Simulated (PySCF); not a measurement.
Computed properties of C2H5NO2Si, SMILES C1=N[SiH2]OCO1

C2H5NO2Si, SMILES O1COC=N[SiH2]1. The structure is a stationary point at B3LYP-D3(BJ)/def2-SVP. The structure was generated by enumeration, and PubChem lists no compound with its InChIKey, so it may never have been made. Other conformers were not sampled. All values are computed for the isolated molecule unless a solvent is named; none is compared with measurement here.

**Structure.** All 27 harmonic modes at B3LYP-D3(BJ)/def2-SVP (PySCF) are real, so it is a minimum. With heavy atoms numbered as in [CH:1]1=[N:2][SiH2:3][O:4][CH2:5][O:6]1, the shortest bond between them is C1–N2 at 1.267 Å and the longest N2–Si3 at 1.740 Å.

**Vibrations.** The strongest infrared lines (harmonic, unscaled, degenerate partners summed) lie at 1729 cm⁻¹ (426 km/mol, C 54 %, N 41 %), 1220 cm⁻¹ (333 km/mol, O 47 %, C 35 %, H 14 %), 1110 cm⁻¹ (229 km/mol, C 43 %, O 34 %, H 19 %). The softest mode is at 157 cm⁻¹ and the zero-point energy is 48.2 kcal/mol.

**Electronic structure.** PBE0/def2-TZVP (PySCF) places the frontier levels at -7.64 and -0.40 eV, a gap of 7.24 eV, and gives a dipole moment of 1.27 D and a mean polarisability of 57.6 bohr³. PBE/def2-TZVP (PySCF) at the same geometry gives -6.18 and -1.46 eV, so its gap is 2.52 eV narrower. An orbital gap is neither the optical nor the fundamental gap.

**Excitations.** TDDFT-ωB97X/def2-SVPD (PySCF) has S1 at 5.39 eV (230 nm, f = 0.004, weak); the most intense of the 10 singlets computed lies at 7.20 eV (f = 0.17). T1 (TDA) is at 4.88 eV. TDDFT-PBE/def2-SVPD (PySCF) puts S1 at 4.90 eV. No vertical singlet excitation falls in the visible range (under 3.1 eV).

**NMR.** GIAO shifts at KT2/pcSseg-1 (PySCF) (non-relativistic, atoms alike by connectivity averaged): ¹³C from 94.5 to 157.6 ppm against TMS; ¹H from 5.5 to 7.7 ppm against TMS; ²⁹Si at -31.4 ppm against TMS.

**Solvation.** SMD-M06-2X/def2-SVP (PySCF) gives -3.5 kcal/mol in water, -4.0 kcal/mol in ethanol, -2.4 kcal/mol in toluene (1 M in both phases, gas-phase geometry); of these solvents ethanol holds the molecule best.
